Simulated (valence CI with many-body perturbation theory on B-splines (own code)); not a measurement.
Energy levels of Sn XXXVI

Computed by valence CI with perturbative core correlation (CI+MBPT): five valence electrons over a frozen Dirac-Fock core [Ne], a basis of 9 s, 9 p, 8 d, 6 f, 3 g, 1 h functions for each j, with the one-electron correlation potential Σ1, the two-electron term Σ2, the three-electron term Σ3, Breit, model QED; selected CI, second order for the rest, scaled by the run's own slope (own B-spline code, finite nucleus).

No measured spectrum was set against this ion. As an estimate, large intervals hold to a few tenths of a per cent, small ones and those within an open d or f shell to about a per cent. Among the levels kept, up to 1700 cm⁻¹ of a level comes from second order outside the variational space, and about a tenth of that is noise between levels of different J, which matters for small intervals.

Levels 1 to 36 of 36, with energies above the lowest level, (3s^2 3p1/2^2 3p3/2) J=3/2. "Leading %" is the weight of the configuration and term that name the level; weights of strongly mixed levels are sums over their largest components and can fall short, so below about 35 % the name and the second component can differ from the true leading terms, or belong to a minority configuration. In the jj column 3d3/2^4 stands for four electrons in 3d with j = 3/2. Lifetimes count E1, E2, E3, M1 and M2 decay at the calculated energies, and are blank where another channel may lead or the interval is too uncertain; long ones can be off by a factor of two.

| No. | Configuration | Term | J | E (cm⁻¹) | Leading % | Lifetime | Leading jj | Second component |
| --- | --- | --- | --- | --- | --- | --- | --- | --- |
| 1 | 3s2 3p3 | 2P° | 3/2 | 0 | 42 |  | 3s^2 3p1/2^2 3p3/2 (97 %) | 34 % 3s2 3p3 4S° |
| 2 | 3s2 3p3 | 4S° | 3/2 | 386590 | 50 | 823 ns | 3s^2 3p1/2 3p3/2^2 (97 %) | 46 % 3s2 3p3 2D° |
| 3 | 3s2 3p3 | 2D° | 5/2 | 445800 | 98 | 4.33 μs | 3s^2 3p1/2 3p3/2^2 (98 %) |  |
| 4 | 3s2 3p3 | 2P° | 1/2 | 518850 | 98 | 938 ns | 3s^2 3p1/2 3p3/2^2 (98 %) |  |
| 5 | 3s2 3p3 | 2P° | 3/2 | 912150 | 55 | 341 ns | 3s^2 3p3/2^3 (97 %) | 28 % 3s2 3p3 2D° |
| 6 | 3s2 3p2 3d | 4F | 3/2 | 1097100 | 35 | 1.47 ns | 3s^2 3p1/2^2 3d3/2 (88 %) | 22 % 3s2 3p2 3d 2D |
| 7 | 3s 3p4 | 4P | 5/2 | 1117000 | 62 | 149 ps | 3s 3p1/2^2 3p3/2^2 (76 %) | 16 % 3s 3p4 2D |
| 8 | 3s2 3p2 3d | 4F | 5/2 | 1287000 | 28 | 18.2 ps | 3s^2 3p1/2^2 3d5/2 (73 %) | 24 % 3s2 3p2 3d 4D |
| 9 | 3s 3p4 | 2S | 1/2 | 1293000 | 42 | 19.7 ps | 3s 3p1/2^2 3p3/2^2 (79 %) | 41 % 3s 3p4 4P |
| 10 | 3s 3p4 | 4P | 3/2 | 1308400 | 28 | 12.3 ps | 3s 3p1/2^2 3p3/2^2 (61 %) | 24 % 3s 3p4 2D |
| 11 | 3s2 3p2 3d | 2F | 5/2 | 1488200 | 46 | 773 ps | 3s^2 3p1/2 3p3/2 3d3/2 (94 %) | 41 % 3s2 3p2 3d 4F |
| 12 | 3s2 3p2 3d | 4D | 3/2 | 1488800 | 29 | 77.7 ps | 3s^2 3p1/2 3p3/2 3d3/2 (87 %) | 25 % 3s2 3p2 3d 4F |
| 13 | 3s2 3p2 3d | 4D | 1/2 | 1496500 | 73 | 254 ps | 3s^2 3p1/2 3p3/2 3d3/2 (94 %) | 16 % 3s2 3p2 3d 2P |
| 14 | 3s 3p4 | 4P | 3/2 | 1523900 | 40 | 131 ps | 3s 3p1/2 3p3/2^3 (51 %) | 16 % 3s2 3p2 3d 2P |
| 15 | 3s2 3p2 3d | 4F | 7/2 | 1542900 | 35 | 5.92 ns | 3s^2 3p1/2 3p3/2 3d3/2 (86 %) | 34 % 3s2 3p2 3d 2G |
| 16 | 3s 3p4 | 2D | 5/2 | 1583800 | 32 | 337 ps | 3s^2 3p1/2 3p3/2 3d5/2 (54 %) | 24 % 3s2 3p2 3d 2D |
| 17 | 3s2 3p2 3d | 4D | 7/2 | 1591900 | 47 | 7.49 ns | 3s^2 3p1/2 3p3/2 3d5/2 (97 %) | 33 % 3s2 3p2 3d 4F |
| 18 | 3s2 3p2 3d | 2G | 9/2 | 1651700 | 50 |  | 3s^2 3p1/2 3p3/2 3d5/2 (96 %) | 49 % 3s2 3p2 3d 4F |
| 19 | 3s2 3p2 3d | 4P | 5/2 | 1674900 | 37 | 3.44 ps | 3s^2 3p1/2 3p3/2 3d3/2 (44 %) | 20 % 3s2 3p2 3d 2D |
| 20 | 3s2 3p2 3d | 2P | 1/2 | 1690000 | 31 | 4.26 ps | 3s^2 3p1/2 3p3/2 3d3/2 (40 %) | 22 % 3s2 3p2 3d 4P |
| 21 | 3s2 3p2 3d | 4D | 3/2 | 1706000 | 37 | 11.4 ps | 3s^2 3p1/2 3p3/2 3d5/2 (44 %) | 25 % 3s 3p4 2D |
| 22 | 3s2 3p2 3d | 4P | 3/2 | 1716100 | 28 | 1.84 ps | 3s^2 3p1/2 3p3/2 3d3/2 (71 %) | 22 % 3s2 3p2 3d 2D |
| 23 | 3s2 3p2 3d | 2S | 1/2 | 1760700 | 34 | 3.35 ps | 3s^2 3p1/2 3p3/2 3d3/2 (44 %) | 22 % 3s2 3p2 3d 4P |
| 24 | 3s2 3p2 3d | 4D | 5/2 | 1761000 | 36 | 4.85 ps | 3s^2 3p1/2 3p3/2 3d3/2 (32 %) | 23 % 3s2 3p2 3d 2F |
| 25 | 3s2 3p2 3d | 2G | 7/2 | 1762400 | 42 | 13.6 ps | 3s^2 3p1/2 3p3/2 3d5/2 (76 %) | 32 % 3s2 3p2 3d 2F |
| 26 | 3s2 3p2 3d | 2D | 3/2 | 1822500 | 43 | 5.99 ps | 3s^2 3p1/2 3p3/2 3d5/2 (78 %) | 28 % 3s2 3p2 3d 2P |
| 27 | 3s2 3p2 3d | 2D | 5/2 | 1828700 | 41 | 3.55 ps | 3s^2 3p1/2 3p3/2 3d5/2 (66 %) | 18 % 3s2 3p2 3d 4P |
| 28 | 3s 3p4 | 2P | 3/2 | 1866900 | 35 | 3.54 ps | 3s 3p1/2 3p3/2^3 (52 %) | 15 % 3s2 3p2 3d 2D |
| 29 | 3s2 3p2 3d | 2P | 1/2 | 1912900 | 57 | 3.58 ps | 3s^2 3p1/2 3p3/2 3d5/2 (47 %) | 12 % 3s 3p4 2S |
| 30 | 3s2 3p2 3d | 2F | 7/2 | 2050400 | 47 | 87.8 ps | 3s^2 3p3/2^2 3d5/2 (95 %) | 41 % 3s2 3p2 3d 4D |
| 31 | 3s2 3p2 3d | 2P | 1/2 | 2053300 | 44 | 42.3 ps | 3s^2 3p3/2^2 3d5/2 (68 %) | 27 % 3s2 3p2 3d 2S |
| 32 | 3s2 3p2 3d | 4F | 9/2 | 2073800 | 49 | 654 ns | 3s^2 3p3/2^2 3d5/2 (96 %) | 49 % 3s2 3p2 3d 2G |
| 33 | 3s2 3p2 3d | 4P | 1/2 | 2099900 | 35 | 2.17 ps | 3s^2 3p3/2^2 3d3/2 (73 %) | 22 % 3s 3p4 2P |
| 34 | 3s2 3p2 3d | 2D | 5/2 | 2100100 | 37 | 2.51 ps | 3s^2 3p3/2^2 3d3/2 (71 %) | 16 % 3s2 3p2 3d 2F |
| 35 | 3s2 3p2 3d | 2D | 3/2 | 2104000 | 30 | 2.12 ps | 3s^2 3p3/2^2 3d3/2 (75 %) | 23 % 3s2 3p2 3d 4P |
| 36 | 3s2 3p2 3d | 2F | 7/2 | 2129900 | 71 | 2.98 ps | 3s^2 3p3/2^2 3d3/2 (83 %) | 20 % 3s2 3p2 3d 2G |

Where two levels of one J and parity lie close, their mixing, g and order are uncertain.

The ionisation energy to 3s2 3p2 3P_0 of the next ion comes out as 2308.5 eV (NIST: 2326 ± 9 eV (semi-empirical)). All 36 levels together are meant to be complete up to 2135400 cm⁻¹.
